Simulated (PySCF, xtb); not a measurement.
Cl3H2NSi, SMILES N[Si](Cl)(Cl)Cl. Other conformers were not sampled.

Harmonic wavenumbers (cm⁻¹) from GFN2-xTB (xtb) at its own minimum, in rising order: 110, 121, 168, 190, 205, 211, 396, 409, 510, 524, 807, 921, 1488, 3484, 3521.

### Question
What does PBE-D3(BJ)/def2-SVP run with PySCF give at its own minimum? (Estimate from the structure and the level; the computed values follow.)

### Answer
105, 142, 197, 223, 246, 279, 355, 444, 587, 588, 819, 892, 1474, 3493, 3596. Paired by order, the mean absolute difference is 37 cm⁻¹ and the zero-point energies are 18.7 and 19.2 kcal/mol.
